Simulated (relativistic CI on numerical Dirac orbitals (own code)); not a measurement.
**K X: computed level list**

Method of calculation: Dirac-Coulomb-Breit CI, KLI orbitals optimised for each configuration, a model potential for QED, unscaled Slater integrals (own radial code, finite nucleus).

CI space (outside the closed core 1s2): 2s2 2p6, 2s2 2p5 3s, 2s2 2p5 3p, 2s2 2p5 3d, 2s 2p6 3s, 2s 2p6 3p, 2s2 2p5 4s, 2s2 2p5 4p, 2s 2p6 3d, 2s2 2p5 4d, 2s2 2p5 4f, 2s2 2p5 5s, 2s2 2p5 5p, 2s2 2p4 3s2, 2s2 2p5 5d, 2s2 2p5 5f, 2s2 2p5 5g, 2s2 2p4 3s 3p, 2s 2p6 4s, 2s2 2p4 3p2, 2s 2p6 4p, 2s2 2p4 3s 3d, 2s 2p6 4d, 2s 2p6 4f, 2s2 2p4 3p 3d, 2s 2p5 3s2, 2s 2p6 5s, 2s2 2p4 3d2, 2s 2p6 5p, 2s 2p5 3s 3p, 2s 2p6 5d, 2s 2p6 5f, 2s 2p6 5g, 2s 2p5 3p2, 2s 2p5 3s 3d, 2s 2p5 3p 3d. Levels of other configurations are missing.

| No. | Configuration | Term | J | E (Ry) | % | Next component (%) | jj configuration (%) |
| --- | --- | --- | --- | --- | --- | --- | --- |
| 1 | 2s2 2p6 | 1S | 0 | 0.0000 | 100 |  | closed (100) |
| 2 | 2s2 2p5 3s | 3P° | 2 | 21.7915 | 100 |  | 2p3/2^3 3s (100) |
| 3 | 2s2 2p5 3s | 3P° | 1 | 21.8630 | 67 | 33 1P° | 2p3/2^3 3s (88) |
| 4 | 2s2 2p5 3s | 3P° | 0 | 22.0033 | 100 |  | 2p1/2 2p3/2^4 3s (100) |
| 5 | 2s2 2p5 3s | 1P° | 1 | 22.0750 | 67 | 33 3P° | 2p1/2 2p3/2^4 3s (88) |
| 6 | 2s2 2p5 3p | 3S | 1 | 23.0368 | 94 | 4 3P | 2p3/2^3 3p1/2 (43) |
| 7 | 2s2 2p5 3p | 3D | 3 | 23.2511 | 100 |  | 2p3/2^3 3p3/2 (100) |
| 8 | 2s2 2p5 3p | 3D | 2 | 23.2561 | 70 | 22 1D | 2p3/2^3 3p1/2 (95) |
| 9 | 2s2 2p5 3p | 3D | 1 | 23.3218 | 50 | 30 1P | 2p3/2^3 3p1/2 (45) |
| 10 | 2s2 2p5 3p | 3P | 2 | 23.3775 | 63 | 36 1D | 2p3/2^3 3p3/2 (99) |
| 11 | 2s2 2p5 3p | 3D | 1 | 23.4668 | 48 | 43 1P | 2p1/2 2p3/2^4 3p1/2 (82) |
| 12 | 2s2 2p5 3p | 3P | 0 | 23.4937 | 99 | 1 1S | 2p1/2 2p3/2^4 3p1/2 (57) |
| 13 | 2s2 2p5 3p | 1D | 2 | 23.5345 | 42 | 30 3P | 2p1/2 2p3/2^4 3p3/2 (95) |
| 14 | 2s2 2p5 3p | 3P | 1 | 23.5427 | 68 | 26 1P | 2p1/2 2p3/2^4 3p3/2 (82) |
| 15 | 2s2 2p5 3p | 1S | 0 | 24.3508 | 98 | 1 2s2 2p5 4p 1S | 2p3/2^3 3p3/2 (56) |
| 16 | 2s2 2p5 3d | 3P° | 0 | 25.0758 | 99 |  | 2p3/2^3 3d3/2 (99) |
| 17 | 2s2 2p5 3d | 3P° | 1 | 25.0989 | 97 | 3 3D° | 2p3/2^3 3d3/2 (66) |
| 18 | 2s2 2p5 3d | 3P° | 2 | 25.1466 | 88 | 7 3D° | 2p3/2^3 3d5/2 (68) |
| 19 | 2s2 2p5 3d | 3F° | 4 | 25.1798 | 100 |  | 2p3/2^3 3d5/2 (100) |
| 20 | 2s2 2p5 3d | 3F° | 3 | 25.2144 | 76 | 21 1F° | 2p3/2^3 3d3/2 (94) |
| 21 | 2s2 2p5 3d | 3F° | 2 | 25.2725 | 61 | 24 1D° | 2p3/2^3 3d3/2 (71) |
| 22 | 2s2 2p5 3d | 3D° | 3 | 25.3146 | 51 | 45 1F° | 2p3/2^3 3d5/2 (96) |
| 23 | 2s2 2p5 3d | 3D° | 1 | 25.4312 | 92 | 6 1P° | 2p1/2 2p3/2^4 3d3/2 (36) |
| 24 | 2s2 2p5 3d | 1D° | 2 | 25.4524 | 40 | 39 3F° | 2p1/2 2p3/2^4 3d3/2 (83) |
| 25 | 2s2 2p5 3d | 3D° | 3 | 25.4812 | 45 | 34 1F° | 2p1/2 2p3/2^4 3d5/2 (92) |
| 26 | 2s2 2p5 3d | 3D° | 2 | 25.4823 | 57 | 32 1D° | 2p1/2 2p3/2^4 3d5/2 (80) |
| 27 | 2s2 2p5 3d | 1P° | 1 | 25.8156 | 93 | 5 3D° | 2p1/2 2p3/2^4 3d3/2 (57) |
| 28 | 2s 2p6 3s | 3S | 1 | 27.9738 | 97 | 1 2s2 2p5 3p 3S | 2s 3s (97) |
| 29 | 2s 2p6 3s | 1S | 0 | 28.2646 | 99 | 1 2s2 2p5 4p 1S | 2s 3s (99) |
| 30 | 2s2 2p5 4s | 3P° | 2 | 29.1091 | 91 | 9 2s 2p6 3p 3P° | 2p3/2^3 4s (91) |
| 31 | 2s2 2p5 4s | 3P° | 1 | 29.1498 | 50 | 42 1P° | 2p3/2^3 4s (88) |
| 32 | 2s2 2p5 4s | 3P° | 0 | 29.2746 | 64 | 35 2s 2p6 3p 3P° | 2p1/2 2p3/2^4 4s (64) |
| 33 | 2s2 2p5 4s | 1P° | 1 | 29.3265 | 52 | 24 3P° | 2p1/2 2p3/2^4 4s (67) |
| 34 | 2s 2p6 3p | 3P° | 1 | 29.4940 | 61 | 24 2s2 2p5 4s 3P° | 2s 3p1/2 (70) |
| 35 | 2s 2p6 3p | 3P° | 2 | 29.4948 | 90 | 9 2s2 2p5 4s 3P° | 2s 3p3/2 (90) |
| 36 | 2s 2p6 3p | 3P° | 0 | 29.5033 | 64 | 35 2s2 2p5 4s 3P° | 2s 3p1/2 (64) |
| 37 | 2s 2p6 3p | 1P° | 1 | 29.5638 | 86 | 7 3P° | 2s 3p3/2 (84) |
| 38 | 2s2 2p5 4p | 3S | 1 | 29.6659 | 81 | 15 3P | 2p3/2^3 4p1/2 (53) |
| 39 | 2s2 2p5 4p | 3D | 3 | 29.6997 | 100 |  | 2p3/2^3 4p3/2 (100) |
| 40 | 2s2 2p5 4p | 3D | 2 | 29.7044 | 59 | 31 1D | 2p3/2^3 4p1/2 (98) |
| 41 | 2s2 2p5 4p | 1P | 1 | 29.7337 | 52 | 25 3D | 2p3/2^3 4p3/2 (54) |
| 42 | 2s2 2p5 4p | 3P | 2 | 29.7486 | 69 | 30 1D | 2p3/2^3 4p3/2 (99) |
| 43 | 2s2 2p5 4p | 3P | 0 | 29.8582 | 93 | 7 1S | 2p3/2^3 4p3/2 (59) |
| 44 | 2s2 2p5 4p | 3D | 1 | 29.9086 | 72 | 25 1P | 2p1/2 2p3/2^4 4p1/2 (95) |
| 45 | 2s2 2p5 4p | 3D | 2 | 29.9366 | 40 | 38 1D | 2p1/2 2p3/2^4 4p3/2 (99) |

Energies count from the lowest computed level; ° marks odd parity. Filled j subshells are mostly left out of the jj labels.

The mean weight of the leading LS term, summed over parents, in these 45 levels is 75 %, and that of the leading jj configuration (from the same eigenvectors) 81 %.

At this charge energies of transitions that change n are usually good to better than 1 %, and those within a shell (Δn = 0) to a few per cent.

LS names give the leading component of a level, which can be under half, so a name can repeat, a term be missing and a line seem to break the LS rules.
